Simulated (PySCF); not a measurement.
Spin-orbit coupling and the fourth ionisation energy along the 4p block

Two-component X2C-1e calculated with PySCF 2.14: MP2 on generalised Hartree-Fock spinors (GMP2), with spin-orbit coupling off and on (screened by Boettger's factors); no Breit or QED terms. Values in eV; the references (NIST) lie between the lowest levels. Elements whose determinants are no pure J levels are left out.

```
                          element                     configurations  spin-free  with spin-orbit   shift       reference
Ga (x2c-QZVPPall-2c, [Ne] frozen)               [Ar] 3d10 → [Ar] 3d9     63.722           63.532  -0.190  63.241 ± 0.009
Ge (x2c-QZVPPall-2c, [Ne] frozen)          [Ar] 3d10 4s1 → [Ar] 3d10     45.665           45.666   0.000          45.715
As (x2c-QZVPPall-2c, [Ne] frozen)      [Ar] 3d10 4s2 → [Ar] 3d10 4s1     49.643           49.644   0.000    50.15 ± 0.06
Se (x2c-QZVPPall-2c, [Ne] frozen)  [Ar] 3d10 4s2 4p1 → [Ar] 3d10 4s2     42.460           42.840   0.380          42.947
```

The largest shift is at Se, 0.380 eV, where spin-orbit coupling lowers the species with more electrons by more than the one with fewer (starting occupations 4p1/2^1 and closed).

What remains against the references is mostly the basis and correlation beyond MP2.
